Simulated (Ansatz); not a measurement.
Saddle point of SiH3Cl3O, closed shell (SiH₂Cl₂O ([OH][SiH]([Cl])[Cl]) + HCl → SiHCl₃ ([Cl][SiH]([Cl])[Cl]) + H₂O; bonds formed: Si1–Cl7, O2–H6; bonds broken: Si1–O2, H6–Cl7), PBE0-D4/def2-TZVP structure:

```csv
atom,x (Å),y (Å),z (Å)
Si1,0.0779,0.6044,-0.2728
O2,-0.4801,-0.7808,0.6827
Cl3,-1.0079,0.8688,-1.9553
Cl4,-0.7855,1.9654,1.0698
H5,1.4685,1.0488,-0.2170
H6,0.1557,-1.5224,0.2280
Cl7,1.1489,-1.5017,-1.1747
H8,-0.5775,-0.6826,1.6393
```

Energies are electronic, without zero-point energy. Barriers and step energies count from the start structure reached by relaxing down the imaginary mode; all methods use the PBE0-D4 structures, on which another method's saddle can fall below an end. Program: Ansatz 0.2.0. Basis: def2-TZVPP, with def2-QZVPP for the basis limit. Cores are frozen in the correlated methods. B3LYP uses VWN-RPA correlation. Extrapolation: Hartree–Fock as exp(−7.88 √X), correlation as X^−2.97.

| method | barrier (kcal/mol) | step energy (kcal/mol) |
| --- | --- | --- |
| SPW92 | 12.80 | 6.40 |
| PBE-D4 | 20.22 | 3.68 |
| BLYP-D4 | 24.68 | 5.29 |
| r2SCAN-D4 | 22.31 | 5.01 |
| B97M-V | ? | 4.95 |
| PBE0-D4 | 22.36 | 4.06 |
| B3LYP-D4 | 26.00 | 5.59 |
| r2SCAN0-D4 | 23.56 | 5.12 |
| BHLYP-D4 | ? | 6.05 |
| CAM-B3LYP-D4 | 26.58 | 7.00 |
| wB97X-V | 25.56 | 5.05 |
| wB97M-V | 24.00 | 4.70 |
| B2PLYP | 27.72 | 6.48 |
| PBE-QIDH | 24.77 | 5.15 |
| RPA on PBE | 29.31 | 6.07 |
| HF | ? | 7.70 |
| MP2 | 26.19 | 5.23 |
| CCSD | 30.20 | 6.43 |
| CCSD(T) | 28.21 | 6.06 |

(1) Fill in the withheld barriers. (To be estimated.)

T1 diagnostic: at most 0.010.

Answers

(1) By the calculation: B97M-V 26.01; BHLYP-D4 28.42; HF 38.52 kcal/mol. Each is the energy of the saddle less that of the start structure, by the same method.

For comparison, the barrier by CCSD(T) at an estimated basis limit (MP2 extrapolated from triple and quadruple zeta, plus CCSD(T) − MP2 in triple zeta) is 25.85 kcal/mol.

Hydrogen chloride, the by-product of chloride precursors, can attack films and sites by steps of this kind.

Labels in which every atom is bracketed show which atoms are joined, not bond orders.

For scale, one of the runs: CCSD(T)/def2-TZVPP, 241 basis functions, launched by `ansatz run in.yaml --threads 8 --pin off --events-out ev --progress --plain --max-ram 19148MiB`. The run took 65 s on 8 CPU threads of an Arm Neoverse V2 (shared host), with 4.3 GiB of host memory at its peak.
